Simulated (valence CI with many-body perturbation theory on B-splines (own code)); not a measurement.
# Os XXVIII: calculated level list

Level of theory: valence CI with perturbative core correlation (CI+MBPT): three valence electrons over a frozen Dirac-Fock core [Kr] 4d10, a basis of 8 s, 8 p, 9 d, 9 f, 6 g, 3 h, 2 i functions for each j, with the one-electron correlation potential Σ1 (screened to all orders), the two-electron term Σ2, the three-electron term Σ3, Breit, model QED; selected single and double excitations, second order for the rest (own B-spline code, finite nucleus).

The last digits are not significant, and no measured levels were compared; by estimate large intervals hold to a few tenths of a per cent, small ones and those within an open d or f shell to about a per cent. Core correlation moves these levels by up to 50000 cm⁻¹, and in measured spectra 5 to 20 % of such shifts remained as error; rates that hang on mixing are uncertain with them.

Levels 1 to 45 of 64, with energies above the lowest level, 4f3 4I°_9/2. "Leading %" is the weight of the configuration and term that name the level; weights of strongly mixed levels are sums over their largest components and can fall short. In the jj column 3d3/2^4 stands for four electrons in 3d with j = 3/2. Lifetimes count E1, E2, E3, M1 and M2 decay at the calculated energies, and are blank where another channel may lead or the interval is too uncertain; long ones can be off by a factor of two.

| No. | Configuration | Term | J | E (eV) | Leading % | Second component | Leading jj | Lifetime |
| --- | --- | --- | --- | --- | --- | --- | --- | --- |
| 1 | 4f3 | 4I° | 9/2 | 0.00 | 80 | 18 % 4f3 2H° | 4f5/2^3 (86 %) |  |
| 2 | 4f3 | 4I° | 11/2 | 3.14 | 94 | 6 % 4f3 2H° | 4f5/2^2 4f7/2 (95 %) | 1.69 ms |
| 3 | 4f3 | 4F° | 3/2 | 4.65 | 58 | 29 % 4f3 2D° | 4f5/2^3 (83 %) |  |
| 4 | 4f3 | 4I° | 13/2 | 5.65 | 89 | 10 % 4f3 2K° | 4f5/2 4f7/2^2 (56 %) | 2.91 ms |
| 5 | 4f3 | 2H° | 9/2 | 6.22 | 34 | 34 % 4f3 2G° | 4f5/2^2 4f7/2 (83 %) | 1.43 ms |
| 6 | 4f3 | 4F° | 5/2 | 6.71 | 59 | 22 % 4f3 4G° | 4f5/2^3 (47 %) | 11.8 ms |
| 7 | 4f3 | 4S° | 3/2 | 7.62 | 58 | 24 % 4f3 2P° | 4f5/2^2 4f7/2 (89 %) | 5.27 ms |
| 8 | 4f3 | 4F° | 7/2 | 7.73 | 45 | 45 % 4f3 2G° | 4f5/2^2 4f7/2 (92 %) | 9.45 ms |
| 9 | 4f3 | 4I° | 15/2 | 7.73 | 73 | 23 % 4f3 2K° | 4f5/2 4f7/2^2 (47 %) | 8.08 ms |
| 10 | 4f3 | 4G° | 5/2 | 7.76 | 63 | 27 % 4f3 4F° | 4f5/2^2 4f7/2 (67 %) | 6.70 ms |
| 11 | 4f3 | 4G° | 7/2 | 9.25 | 68 | 24 % 4f3 4F° | 4f5/2^2 4f7/2 (84 %) | 3.14 ms |
| 12 | 4f3 | 4F° | 9/2 | 10.12 | 60 | 26 % 4f3 2H° | 4f5/2 4f7/2^2 (80 %) | 1.52 ms |
| 13 | 4f3 | 2K° | 13/2 | 10.17 | 84 | 11 % 4f3 4I° | 4f5/2^2 4f7/2 (51 %) | 920 μs |
| 14 | 4f3 | 2H° | 11/2 | 10.31 | 63 | 24 % 4f3 4G° | 4f5/2 4f7/2^2 (61 %) | 1.70 ms |
| 15 | 4f3 | 2D° | 3/2 | 11.10 | 30 | 24 % 4f3 4S° | 4f5/2 4f7/2^2 (46 %) | 1.31 ms |
| 16 | 4f3 | 2P° | 1/2 | 11.35 | 59 | 41 % 4f3 4D° | 4f5/2^2 4f7/2 (91 %) | 1.95 ms |
| 17 | 4f3 | 2G° | 7/2 | 11.57 | 50 | 29 % 4f3 4F° | 4f5/2 4f7/2^2 (90 %) | 1.15 ms |
| 18 | 4f3 | 4G° | 9/2 | 11.76 | 80 | 17 % 4f3 2H° | 4f5/2 4f7/2^2 (74 %) | 1.31 ms |
| 19 | 4f3 | 2L° | 15/2 | 11.96 | 47 | 31 % 4f3 2K° | 4f5/2^2 4f7/2 (59 %) | 1.23 ms |
| 20 | 4f3 | 2D° | 5/2 | 12.06 | 43 | 40 % 4f3 4D° | 4f5/2^2 4f7/2 (78 %) | 1.92 ms |
| 21 | 4f3 | 2H° | 11/2 | 12.94 | 63 | 25 % 4f3 2I° | 4f5/2^2 4f7/2 (59 %) | 3.11 ms |
| 22 | 4f3 | 2D° | 3/2 | 13.26 | 39 | 35 % 4f3 4D° | 4f5/2^2 4f7/2 (50 %) | 1.74 ms |
| 23 | 4f3 | 2D° | 5/2 | 13.78 | 75 | 14 % 4f3 4D° | 4f5/2 4f7/2^2 (86 %) | 1.15 ms |
| 24 | 4f3 | 4G° | 11/2 | 14.46 | 52 | 43 % 4f3 2I° | 4f5/2 4f7/2^2 (78 %) | 1.49 ms |
| 25 | 4f3 | 2H° | 9/2 | 14.63 | 40 | 35 % 4f3 2G° | 4f7/2^3 (45 %) | 914 μs |
| 26 | 4f3 | 4D° | 1/2 | 15.16 | 59 | 41 % 4f3 2P° | 4f5/2 4f7/2^2 (91 %) | 2.04 ms |
| 27 | 4f3 | 2I° | 13/2 | 15.88 | 94 | 6 % 4f3 2K° | 4f5/2 4f7/2^2 (95 %) | 2.04 ms |
| 28 | 4f3 | 4D° | 7/2 | 15.96 | 91 | 7 % 4f3 2F° | 4f5/2 4f7/2^2 (68 %) | 2.12 ms |
| 29 | 4f3 | 2D° | 3/2 | 15.99 | 46 | 23 % 4f3 2P° | 4f5/2 4f7/2^2 (72 %) | 602 μs |
| 30 | 4f3 | 2L° | 15/2 | 16.21 | 50 | 45 % 4f3 2K° | 4f7/2^3 (52 %) | 736 μs |
| 31 | 4f3 | 2L° | 17/2 | 16.39 | 100 |  | 4f5/2 4f7/2^2 (100 %) | 2.37 ms |
| 32 | 4f3 | 2H° | 9/2 | 16.59 | 56 | 29 % 4f3 2G° | 4f7/2^3 (50 %) | 820 μs |
| 33 | 4f3 | 2F° | 5/2 | 17.63 | 51 | 33 % 4f3 4D° | 4f5/2 4f7/2^2 (90 %) | 425 μs |
| 34 | 4f3 | 2D° | 3/2 | 18.73 | 56 | 23 % 4f3 2P° | 4f7/2^3 (75 %) | 592 μs |
| 35 | 4f3 | 2H° | 11/2 | 19.16 | 63 | 23 % 4f3 2I° | 4f7/2^3 (71 %) | 610 μs |
| 36 | 4f3 | 2F° | 7/2 | 20.69 | 84 | 6 % 4f3 2G° | 4f5/2 4f7/2^2 (55 %) | 614 μs |
| 37 | 4f3 | 2D° | 5/2 | 21.20 | 58 | 28 % 4f3 2F° | 4f7/2^3 (77 %) | 462 μs |
| 38 | 4f3 | 2G° | 9/2 | 21.94 | 91 | 8 % 4f3 2H° | 4f5/2 4f7/2^2 (77 %) | 1.10 ms |
| 39 | 4f3 | 2G° | 7/2 | 22.34 | 85 | 14 % 4f3 2F° | 4f5/2^2 4f7/2 (46 %) | 1.50 ms |
| 40 | 4f3 | 2F° | 7/2 | 29.99 | 88 | 9 % 4f3 2G° | 4f7/2^3 (50 %) | 257 μs |
| 41 | 4f3 | 2F° | 5/2 | 30.79 | 99 |  | 4f5/2 4f7/2^2 (83 %) | 426 μs |
| 42 | 4f2 5s | 4H | 7/2 | 138.25 | 89 | 10 % 4f2 5s 2G | 4f5/2^2 5s (96 %) | 3.79 μs |
| 43 | 4f2 5s | 4H | 9/2 | 138.97 | 53 | 33 % 4f2 5s 2H | 4f5/2^2 5s (94 %) | 2.64 μs |
| 44 | 4f2 5s | 4F | 3/2 | 140.73 | 86 | 13 % 4f2 5s 2D | 4f5/2^2 5s (87 %) | 1.13 μs |
| 45 | 4f2 5s | 4F | 5/2 | 141.32 | 59 | 25 % 4f2 5s 2F | 4f5/2^2 5s (84 %) | 1.15 μs |

Names give the largest LS component (configuration and term), which can be under half, so a name can repeat, a term be missing and a line seem to break the LS rules; names also repeat where a configuration has a term twice.

Where two levels of one J and parity lie close, their mixing, g and order are uncertain.

The ionisation energy to 4f2 3H_4 of the next ion comes out as 898.18 eV (NIST: 920 ± 50 eV (theoretical)). All 64 levels together are meant to be complete up to 157.00 eV.
